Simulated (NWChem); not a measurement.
Species: C2H6Si, singlet; SMILES C[Si]C

Results from NWChem. Pople sets run with spherical d functions. Low-valent species are run as closed-shell singlets; no triplet was tried in these runs. Structure relaxed at the PBE0/def2-SVP level. Ions are spin-unrestricted doublets at the neutral geometry; other ion states weren't tried. Functional: LC-ωPBE (HJS hole) with 6-31G*; the question gives the range parameter ω in 1/bohr.

Task: Estimate the computed values for range parameter (1/bohr) 0.80. Quantities: vertical ionisation energy, ΔSCF (eV); −ε(HOMO) (eV).

Result: 
* **vertical ionisation energy, ΔSCF (eV)**: 8.18
* **−ε(HOMO) (eV)**: 8.99
